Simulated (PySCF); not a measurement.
Two-component Hartree-Fock for Pb (lead, neutral)

Start: [Xe] 4f14 5d10 6s2 6p2; 6p3/2 filled at m_j = +1/2, +3/2. Calculated with PySCF 2.14 in x2c-SVPall-2c with one added diffuse shell each of s, p type (8s12p7d2f, 93 functions): generalised Hartree-Fock with the X2C-1e Hamiltonian and a Gaussian nucleus; one run each with spin-orbit coupling (SO) switched off, then screened by Boettger's factors. This is a chosen level, not necessarily the ground level.

```
spinor shell  electrons  ε, spin-free (eV)  ε, screened SO (eV)  weight of nominal j (screened SO)  rms radius, screened SO (bohr)
       1s1/2          2           -88503.1             -88463.9                              1.000                          0.0181
       2s1/2          2           -15989.2             -15976.6                              1.000                          0.0730
       2p1/2          2           -13735.7             -15320.1                              1.000                          0.0617
       2p3/2          4           -13735.7             -13124.8                              1.000                          0.0700
       3s1/2          2            -3911.9              -3907.4                              1.000                           0.186
       3p1/2          2            -3255.8              -3611.9                              1.000                           0.178
       3p3/2          4            -3255.8              -3115.0                              1.000                           0.195
       3d3/2          4            -2573.1              -2633.3                              1.000                           0.171
       4s1/2          2            -925.48              -923.94                              1.000                           0.408
       4p1/2          2            -706.78              -794.63                              1.000                           0.412
       4p3/2          4            -706.78              -671.51                              1.000                           0.446
       4d3/2          4            -447.24              -460.02                              1.000                           0.459
       4d5/2          6            -447.24              -437.15                              1.000                           0.464
       5s1/2          2            -167.35              -166.96                              1.000                           0.916
       4f5/2          6            -159.34              -161.30                              1.000                           0.495
       4f7/2          8            -159.34              -156.40                              1.000                           0.496
       5p1/2          2            -104.26              -120.64                              1.000                           0.982
       5p3/2          4            -104.26              -97.626                              1.000                            1.07
       5d3/2          4            -29.385              -30.729                              0.999                            1.38
       5d5/2          6            -29.385              -28.087                              1.000                            1.41
       6s1/2          2            -15.380              -15.334                              0.998                            2.56
       6p3/2          2             -6.874               -6.851                              0.547                            3.59
```

**Question.** Where does 3d5/2 lie, and what is the 3d spin-orbit splitting (screened SO)?

**Answer.** At -2528.8 eV, 104.54 eV above 3d3/2.

```csv
quantity,spin-free,screened SO
E (hartree),-20864.46068,-20902.15462
M_J,2,2
⟨J²⟩,6.010,6.012
⟨L²⟩,2.005,3.692
⟨S²⟩,2.006,1.490
```

Each row is a mean over spinors that exchange with the open shell spreads, by up to 1.969 eV (6p3/2).

Rows whose weight is well below 1 are mixtures of j = l ± 1/2: exchange outweighs spin-orbit coupling there, and the label is only the starting occupation.

Breit and QED terms are absent; they matter most for the inner s and p1/2 levels.

Densities and radii are taken from the X2C orbitals without a picture-change correction, which distorts them close to the nucleus.

Without spin-orbit coupling the j labels of p, d and f shells carry no meaning; the spin-free column gives the mean over the occupied spinors of each nl shell.
